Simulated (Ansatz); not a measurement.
`[BH2][GeH2][Cl]` + HBr → `[Cl][GeH2][Br]` + BH₃ at 400 K and 1 bar (cleavage of the Ge–B bond).

Isolated molecules relaxed with PBE0-D4/def2-TZVP in Ansatz; ΔE leaves out vibrations. CCSD(T)/CBS is the MP2 limit (def2-TZVPP, def2-QZVPP) plus CCSD(T) − MP2 in def2-TZVPP, frozen cores. This one scheme is used for every species. For Br, Ge outer-core shells are correlated without core-valence functions, which leaves a few kJ/mol of doubt a bond. Scalar relativity is left out up to krypton.

```json
{"species": "`[BH2][GeH2][Cl]`", "CCSD(T)/CBS energy (Eh)": "-2563.08808", "H − E (kJ/mol)": "122.6", "S (J/(mol·K))": "343.4"}
{"species": "HBr", "CCSD(T)/CBS energy (Eh)": "-2573.91920", "H − E (kJ/mol)": "27.6", "S (J/(mol·K))": "207.2"}
{"species": "`[Cl][GeH2][Br]`", "CCSD(T)/CBS energy (Eh)": "-5110.48619", "H − E (kJ/mol)": "70.3", "S (J/(mol·K))": "339.7"}
{"species": "BH₃", "CCSD(T)/CBS energy (Eh)": "-26.55200", "H − E (kJ/mol)": "82.6", "S (J/(mol·K))": "199.4"}
```

H − E and S are ideal-gas, rigid-rotor, harmonic terms from PBE0-D4/def2-TZVP. 1 Eh = 2625.50 kJ/mol, R = 8.31446 J/(mol·K).

**Question.** By hand: ΔE, ΔH, ΔS and ΔG.

**Answer.** ΔE = (-5110.48619) + (-26.55200) − (-2563.08808) − (-2573.91920) = -0.03091 Eh = -81.2 kJ/mol. Δ(H − E) = 70.3 + 82.6 − 122.6 − 27.6 = 2.7, so ΔH = -78.5 kJ/mol. ΔS = 339.7 + 199.4 − 343.4 − 207.2 = -11.5 J/(mol·K). ΔG = -78.5 − 400 × (-11.5)/1000 = -73.9 kJ/mol.

**Question.** By hand: the equilibrium constant, and the temperature at which ΔG would vanish if ΔH and ΔS stayed fixed.

**Answer.** log₁₀ K = −ΔG/(RT ln 10) = 9.7. ΔG = 0 at ΔH/ΔS = 6826 K, far beyond where these terms or the molecules hold.

The number of gas molecules stays the same, so ΔS is small and ΔH decides. A doubt of 5 kJ/mol in ΔE shifts log₁₀ K by 0.7 here. These are equilibria of isolated gas molecules and say nothing of rates. Largest T1 diagnostic: 0.011 (customary marks: 0.02 for closed shells, 0.045 for open ones).
